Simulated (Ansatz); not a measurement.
`C/C(F)=[CH]/[GeH3]` + `C[O][Ge][OH]` → `C[O][Ge][O]C` + `F/C=[CH]/[GeH3]`  (substitution at a C–C bond)

Gas-phase electronic energies from Ansatz, PBE0-D4/def2-TZVP geometries. CBS: MP2 limit from def2 TZ/QZ plus the TZ coupled-cluster correction, frozen cores. Double bonds are as drawn, so ΔE can hold a change between cis and trans. Functionals use def2-TZVPP. B3LYP here is the variant with VWN-RPA as its local correlation; programs differ in this. For Ge outer-core shells are correlated without core-valence functions, which leaves a few kJ/mol of doubt a bond. Scalar relativity is left out up to krypton. One conformer a species, not always the lowest.

`C/C(F)=[CH]/[GeH3]`:

```xyz
12

C     1.784    0.865   -0.778
C     0.551    0.104   -0.469
F     0.278   -0.802   -1.433
C    -0.261    0.201    0.572
Ge   -1.839   -0.899    0.791
H     2.633    0.183   -0.875
H     1.996    1.590    0.005
H     1.674    1.389   -1.731
H    -0.008    0.939    1.324
H    -2.519   -0.498    2.110
H    -1.465   -2.389    0.852
H    -2.824   -0.682   -0.369
```

`C[O][Ge][OH]`:

Z-matrix (Å, degrees):
```
C
O 1 1.412
H 1 1.094 2 109.1
H 1 1.092 2 112.3 3 121.0
H 1 1.094 2 109.1 3 -118.0
Ge 2 1.769 1 128.1 3 -120.1
O 6 1.800 2 97.8 1 0.0
H 7 0.961 6 112.9 2 -179.9
```

`C[O][Ge][O]C`:

Cartesian coordinates in Å:
```
C 1.568 -0.925 -1.192
O 1.142 -1.624 -0.043
Ge -0.098 -1.156 1.131
O -0.575 0.403 0.380
C -1.573 1.215 0.947
H 2.645 -0.744 -1.122
H 1.383 -1.542 -2.077
H 1.052 0.030 -1.311
H -2.390 1.353 0.232
H -1.996 0.792 1.869
H -1.158 2.199 1.187
```

`F/C=[CH]/[GeH3]`:

Cartesian coordinates in Å:
```
F 1.726 -0.988 -1.929
C 1.186 -0.423 -0.843
C -0.118 -0.350 -0.652
Ge -0.849 0.477 0.932
H 1.952 -0.048 -0.171
H -0.773 -0.768 -1.411
H -1.737 1.672 0.548
H -1.702 -0.534 1.716
H 0.317 0.961 1.810
```

| level | ΔE (kJ/mol) |
| --- | --- |
| B3LYP-D4 | 76.0 |
| MP2/def2-TZVPP | 85.7 |

Q: What does CCSD(T)/CBS give? (Best estimate.)

A: Ansatz gave: +82.1 kJ/mol. The listed levels differ from it by -6.1, 3.6 kJ/mol.

Largest T1 diagnostic among the species: 0.015.

In def2-TZVPP, CCSD(T) changes the Hartree–Fock value by +7.3 kJ/mol (the triples alone add +0.2 kJ/mol) and MP2 by +13.3 kJ/mol. From PBE to PBE0 (25 % exact exchange), in def2-TZVPP and without D4, ΔE moves by +3.0 kJ/mol.
